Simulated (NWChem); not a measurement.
System: GaNH4O2; SMILES [NH2][Ga]([OH])[OH]

NWChem printed, in part:

```
             Northwest Computational Chemistry Package (NWChem) 7.3.0
             --------------------------------------------------------

                             Geometry "geometry" -> ""
                             -------------------------

 Output coordinates in angstroms (scale by  1.889725989 to convert to a.u.)

  No.       Tag          Charge          X              Y              Z
 ---- ---------------- ---------- -------------- -------------- --------------
    1 Ga                  31.0000     0.01873900    -0.00983900     0.02329300
    2 O                    8.0000    -1.32014600    -1.22156700     0.03278000
    3 H                    1.0000    -2.18309300    -0.79872700    -0.09486500
    4 O                    8.0000     1.68426500    -0.68522200    -0.03574100
    5 H                    1.0000     1.64353000    -1.65237600    -0.10034600
    6 N                    7.0000    -0.21431800     1.81171200    -0.06815700
    7 H                    1.0000     0.61826500     2.34979400     0.15245600
    8 H                    1.0000    -1.00966200     2.19830400     0.42930100

 Effective nuclear repulsion energy (a.u.)     291.5275043356

                              NWChem Property Module
                              ----------------------

  itol2e modified to match energy
  convergence criterion.

                                 NWChem DFT Module
                                 -----------------

 Summary of "ao basis" -> "ao basis" (spherical)
 ------------------------------------------------------------------------------
       Tag                 Description            Shells   Functions and Types
 ---------------- ------------------------------  ------  ---------------------
 Ga                         pcsseg-1                15       41   5s7p3d
 O                          pcsseg-1                 7       17   3s3p1d
 H                          pcsseg-1                 3        5   2s1p
 N                          pcsseg-1                 7       17   3s3p1d

  itol2e modified to match energy
  convergence criterion.

            General Information
            -------------------
          SCF calculation type: DFT
          Wavefunction type:  closed shell.
          No. of atoms     :     8
          No. of electrons :    58
           Alpha electrons :    29
            Beta electrons :    29
          Charge           :     0
          Spin multiplicity:     1
          Use of symmetry is: off; symmetry adaption is: off
          Maximum number of iterations: 150
          AO basis - number of functions:   112
                     number of shells:    48
          Convergence on energy requested:  1.00D-07
          Convergence on density requested:  1.00D-05
          Convergence on gradient requested:  5.00D-04

              XC Information
              --------------
                         PBE0 Method XC Functional
                     Hartree-Fock (Exact) Exchange  0.250
          PerdewBurkeErnzerhof Exchange Functional  0.750
            Perdew 1991 LDA Correlation Functional  1.000 local
           PerdewBurkeErnz. Correlation Functional  1.000 non-local

             Grid Information
             ----------------
          Grid used for XC integration:  fine
          Radial quadrature: Mura-Knowles
          Angular quadrature: Lebedev.
          Tag              B.-S. Rad. Rad. Pts. Rad. Cut. Ang. Pts.
          ---              ---------- --------- --------- ---------
          Ga                  1.30      140          10.0       974
          O                   0.60       70          11.0       590
          H                   0.35       60          12.0       590
          N                   0.65       70          11.0       590
          Grid pruning is: on
          Number of quadrature shells:   590
          Spatial weights used:  Erf1

      Superposition of Atomic Density Guess
      -------------------------------------

 Sum of atomic energies:       -2128.76613441

      Non-variational initial energy
      ------------------------------

 Total energy =   -2129.728643
 1-e energy   =   -3547.795029
 2-e energy   =    1126.538883
 HOMO         =      -0.370752
 LUMO         =      -0.063420

   convergence    iter        energy       DeltaE   RMS-Dens  Diis-err
 ---------------- ----- ----------------- --------- --------- ---------
 d= 0,ls=0.0,diis     1  -2131.7057996353 -2.42D+03  1.10D-02  2.07D+00
 d= 0,ls=0.0,diis     2  -2131.5948499520  1.11D-01  7.32D-03  2.62D+00
 d= 0,ls=0.0,diis     3  -2131.8246980216 -2.30D-01  1.71D-03  2.25D-01
 d= 0,ls=0.0,diis     4  -2131.8406818350 -1.60D-02  6.07D-04  2.61D-02
 d= 0,ls=0.0,diis     5  -2131.8425042176 -1.82D-03  1.65D-04  1.05D-03
  Resetting Diis
 d= 0,ls=0.0,diis     6  -2131.8426026656 -9.84D-05  4.96D-05  1.97D-04
 d= 0,ls=0.0,diis     7  -2131.8426162994 -1.36D-05  1.12D-05  1.83D-06
 d= 0,ls=0.0,diis     8  -2131.8426162702  2.91D-08  6.14D-06  2.74D-06

         Total DFT energy =    -2131.842616270220
      One electron energy =    -3550.964923463715
           Coulomb energy =     1227.883691933166
    Exchange-Corr. energy =     -100.288889075281
 Nuclear repulsion energy =      291.527504335610

 Numeric. integr. density =       57.999999694123

                       DFT Final Molecular Orbital Analysis
                       ------------------------------------

 Vector   27  Occ=2.000000D+00  E=-3.383039D-01
              MO Center= -1.0D-01, -7.7D-01,  1.8D-02, r^2= 3.2D+00
   Bfn.  Coefficient  Atom+Function         Bfn.  Coefficient  Atom+Function
  ----- ------------  ---------------      ----- ------------  ---------------
    50      0.291860  2 O  pz                53      0.289492  2 O  pz
    75      0.233678  4 O  pz                72      0.231719  4 O  pz
    47      0.153765  2 O  pz                26      0.132691  1 Ga pz
    49     -0.127722  2 O  py                73     -0.125206  4 O  px
    70     -0.123077  4 O  px                69      0.122197  4 O  pz

 Vector   28  Occ=2.000000D+00  E=-3.139687D-01
              MO Center=  4.4D-01, -8.8D-01, -4.1D-03, r^2= 2.9D+00
   Bfn.  Coefficient  Atom+Function         Bfn.  Coefficient  Atom+Function
  ----- ------------  ---------------      ----- ------------  ---------------
    75      0.363553  4 O  pz                72      0.358626  4 O  pz
    53     -0.309331  2 O  pz                50     -0.297075  2 O  pz
    69      0.189612  4 O  pz                47     -0.157811  2 O  pz
    30      0.098121  1 Ga d  1              40     -0.049468  1 Ga d  1
    52     -0.033513  2 O  py                49     -0.033089  2 O  py

 Vector   29  Occ=2.000000D+00  E=-2.814822D-01
              MO Center= -1.8D-01,  1.5D+00, -1.1D-01, r^2= 1.9D+00
   Bfn.  Coefficient  Atom+Function         Bfn.  Coefficient  Atom+Function
  ----- ------------  ---------------      ----- ------------  ---------------
    97      0.426619  6 N  pz                94      0.371390  6 N  pz
    91      0.189137  6 N  pz                96     -0.151167  6 N  py
    88     -0.125865  6 N  s                 93     -0.119828  6 N  py
    75     -0.107989  4 O  pz                72     -0.102144  4 O  pz
    53     -0.100799  2 O  pz                87     -0.098456  6 N  s

 Vector   30  Occ=0.000000D+00  E=-2.017079D-02
              MO Center= -2.2D-01,  8.5D-02,  2.6D-01, r^2= 4.9D+00
   Bfn.  Coefficient  Atom+Function         Bfn.  Coefficient  Atom+Function
  ----- ------------  ---------------      ----- ------------  ---------------
     5      0.777120  1 Ga s                 88     -0.550365  6 N  s
    44     -0.371045  2 O  s                 66     -0.303596  4 O  s
    60      0.270296  3 H  s                  3     -0.259476  1 Ga s
   109      0.234727  8 H  s                  4      0.212157  1 Ga s
    82      0.198063  5 H  s                104      0.182572  7 H  s

 Vector   31  Occ=0.000000D+00  E= 2.117924D-02
              MO Center= -1.9D-02,  1.8D-02, -1.5D-01, r^2= 4.0D+00
   Bfn.  Coefficient  Atom+Function         Bfn.  Coefficient  Atom+Function
  ----- ------------  ---------------      ----- ------------  ---------------
    26      0.867037  1 Ga pz                23      0.332948  1 Ga pz
    97     -0.221667  6 N  pz                53     -0.211997  2 O  pz
    75     -0.203030  4 O  pz                88      0.168278  6 N  s
   109     -0.147316  8 H  s                 50     -0.145702  2 O  pz
    72     -0.142865  4 O  pz                94     -0.131343  6 N  pz

[...]

          -----------------------------------------
          Chemical Shielding Tensors (GIAO, in ppm)
          -----------------------------------------

                                NWChem CPHF Module
                                ------------------

  scftype          =     RHF
  nclosed          =       29
  nopen            =        0
  variables        =     2407
  # of vectors     =        3
  tolerance        = 0.10D-03
  level shift      = 0.00D+00
  max iterations   =       50
  max subspace     =       30

 SCF residual:    4.1001349529835515E-004

Iterative solution of linear equations
  No. of variables     2407
  No. of equations        3
  Maximum subspace       30
        Iterations       50
       Convergence  1.0D-04

   iter   nsub   residual    time
   ----  ------  --------  ---------
     1      3    2.86D-01      49.8
     2      6    1.34D-02      58.4
     3      9    1.08D-03      67.0
     4     12    8.34D-05      76.2

      Atom:    1  Ga
        Diamagnetic
   2642.3965      0.0133     -0.1221
      0.0133   2643.1883     -0.0153
     -0.1221     -0.0153   2639.7727

        Paramagnetic
  -1193.7178    -26.4039     -2.5832
    -26.4039  -1038.4822     13.6121
     -2.5832     13.6121  -1435.7824

        Total Shielding Tensor
   1448.6787    -26.3906     -2.7053
    -26.3906   1604.7061     13.5969
     -2.7053     13.5969   1203.9903

           isotropic =    1419.1250
          anisotropy =     285.5960

          Principal Components and Axis System
                 1           2           3
             1609.5224   1444.3367   1203.5160

      1        -0.1624      0.9867      0.0074
      2         0.9861      0.1625     -0.0334
      3         0.0341     -0.0019      0.9994

      Atom:    2  O
        Diamagnetic
    409.2025      4.6373      2.5291
      4.6373    389.9141     -1.0276
      2.5291     -1.0276    375.8374

        Paramagnetic
   -138.8097     36.7447     -3.0168
     36.7447    -94.2182      3.8129
     -3.0168      3.8129    -63.5094

        Total Shielding Tensor
    270.3928     41.3821     -0.4877
     41.3821    295.6959      2.7853
     -0.4877      2.7853    312.3280

           isotropic =     292.8056
          anisotropy =      50.6684

          Principal Components and Axis System
                 1           2           3
              326.5845    312.1185    239.7137

      1         0.5867     -0.1034      0.8032
      2         0.7983     -0.0926     -0.5951
      3         0.1359      0.9903      0.0282

      Atom:    3  H
        Diamagnetic
     46.3735     -3.6555      2.9228
     -3.6555     25.9309     -0.9081
      2.9228     -0.9081     19.6429

        Paramagnetic
     -3.7020      2.2200     -0.5096
      2.2200     -0.8695      0.3108
     -0.5096      0.3108      1.9761

        Total Shielding Tensor
     42.6715     -1.4355      2.4132
     -1.4355     25.0614     -0.5973
      2.4132     -0.5973     21.6190

           isotropic =      29.7840
          anisotropy =      19.9268

          Principal Components and Axis System
                 1           2           3
               43.0685     24.9884     21.2950

      1         0.9901      0.0950     -0.1036
      2        -0.0827      0.9897      0.1171
      3         0.1137     -0.1074      0.9877

      Atom:    4  O
        Diamagnetic
    397.5431    -10.0374     -0.7385
    -10.0374    401.2011      1.5724
     -0.7385      1.5724    374.9189

        Paramagnetic
    -77.9083    -14.2598     -1.2600
    -14.2598   -137.6595     -1.2348
     -1.2600     -1.2348    -60.2753

        Total Shielding Tensor
    319.6348    -24.2972     -1.9985
    -24.2972    263.5416      0.3377
     -1.9985      0.3377    314.6437

           isotropic =     299.2734
          anisotropy =      44.5483

          Principal Components and Axis System
                 1           2           3
              328.9723    314.3695    254.4783

      1         0.9283      0.1267      0.3496
      2        -0.3454     -0.0540      0.9369
      3        -0.1376      0.9905      0.0064

      Atom:    5  H
        Diamagnetic
     26.7357     -5.3800     -0.4651
     -5.3800     45.5392      1.7432
     -0.4651      1.7432     18.9817

        Paramagnetic
     -0.0873     -0.1452      0.0725
     -0.1452     -4.1689     -0.1584
      0.0725     -0.1584      2.1543

        Total Shielding Tensor
     26.6484     -5.5252     -0.3927
     -5.5252     41.3702      1.5848
     -0.3927      1.5848     21.1361

           isotropic =      29.7182
          anisotropy =      20.4214

          Principal Components and Axis System
                 1           2           3
               43.3325     24.8098     21.0123

      1        -0.3151      0.9490     -0.0090
      2         0.9462      0.3134     -0.0800
      3         0.0731      0.0338      0.9968

      Atom:    6  N
        Diamagnetic
    319.9705     -1.3377     -3.2205
     -1.3377    331.4091      2.7055
     -3.2205      2.7055    302.4118

        Paramagnetic
    -72.0076      1.5724     -2.4808
      1.5724    -51.5551      7.3917
     -2.4808      7.3917    -65.8369

        Total Shielding Tensor
    247.9630      0.2347     -5.7013
      0.2347    279.8539     10.0973
     -5.7013     10.0973    236.5749

           isotropic =     254.7973
          anisotropy =      40.9900

          Principal Components and Axis System
                 1           2           3
              282.1240    249.9517    232.3161

      1        -0.0300      0.9406      0.3382
      2         0.9751      0.1020     -0.1971
      3         0.2199     -0.3239      0.9202

      Atom:    7  H
        Diamagnetic
     34.7070      9.0528      2.4309
      9.0528     35.9046      2.5203
      2.4309      2.5203     20.9090

        Paramagnetic
     -0.5840     -0.9020     -0.5322
     -0.9020     -1.1811     -0.6439
     -0.5322     -0.6439      2.0094

        Total Shielding Tensor
     34.1230      8.1508      1.8987
      8.1508     34.7235      1.8765
      1.8987      1.8765     22.9184

           isotropic =      30.5883
          anisotropy =      18.5207

          Principal Components and Axis System
                 1           2           3
               42.9354     26.2680     22.5615

      1         0.6883      0.7179     -0.1042
      2         0.7133     -0.6959     -0.0831
      3         0.1322      0.0171      0.9911

      Atom:    8  H
        Diamagnetic
     35.0298     -7.8960     -7.1665
     -7.8960     32.4858      4.5380
     -7.1665      4.5380     24.5139

        Paramagnetic
     -0.3458      0.7840      1.4017
      0.7840     -0.5594     -0.7300
      1.4017     -0.7300      1.9713

        Total Shielding Tensor
     34.6840     -7.1120     -5.7648
     -7.1120     31.9264      3.8079
     -5.7648      3.8079     26.4851

           isotropic =      31.0318
          anisotropy =      18.4816

          Principal Components and Axis System
                 1           2           3
               43.3529     26.2358     23.5068

      1         0.7244      0.5292      0.4419
      2        -0.5767      0.8163     -0.0322
      3        -0.3778     -0.2315      0.8965
```

Level: PBE0/pcSseg-1, GIAO. Geometry: optimised at B3LYP/6-31G* (spherical d). The printed shielding anisotropy is the first printed principal value minus the mean of the other two.

**Question.** Reconstruct the input file.

**Answer.** Several could match; the one computed here: the input that was run:
```
start job
memory heap 200 mb stack 900 mb global 1100 mb
geometry units angstroms noautosym nocenter noautoz
  Ga     0.018739    -0.009839     0.023293
  O     -1.320146    -1.221567     0.032780
  H     -2.183093    -0.798727    -0.094865
  O      1.684265    -0.685222    -0.035741
  H      1.643530    -1.652376    -0.100346
  N     -0.214318     1.811712    -0.068157
  H      0.618265     2.349794     0.152456
  H     -1.009662     2.198304     0.429301
end
basis spherical
  * library pcsseg-1
end
dft
  xc pbe0
  iterations 150
end
property
  shielding
end
task dft property
```
